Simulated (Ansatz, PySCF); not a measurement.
Reaction (SMILES): BB (B2H4) -> 2 [BH2] (BH2) (the B-B bond at the site shown breaks; other sites are not compared here)
Geometries: B3LYP-D3(BJ)/def2-TZVP minima from Ansatz (an electronic-structure program), one conformer each, not searched for the lowest.
Geometry of the first species:
SMILES: BB
```xyz
6

B      0.0005     0.0106     0.8133
B     -0.0005    -0.0106    -0.8133
H      1.0141     0.0110     1.4491
H     -1.0125     0.0267     1.4501
H      0.0070     0.9944    -1.4628
H     -0.0087    -1.0321    -1.4364
```

Wanted: bond dissociation energy (enthalpy at 298 K, with B3LYP-D3(BJ) rigid-rotor harmonic-oscillator terms from PySCF), in kcal/mol. Valence correlation only, unless marked. UHF or UKS for open shells. Spin-orbit coupling is left out. Non-relativistic. CBS(X,Y): correlation extrapolated as X^-3; Hartree-Fock from the larger set.

```tsv
level	program	bond dissociation energy (kcal/mol)
B3LYP-D4/def2-TZVPD	Ansatz + dftd4	104.7
PBE0-D3(BJ)/def2-TZVPD	Ansatz + dftd3	105.3
```

Task: What does CCSD(T)/CBS(def2-TZVPPD,def2-QZVPPD) (Ansatz) give?

Result: 104.9 kcal/mol
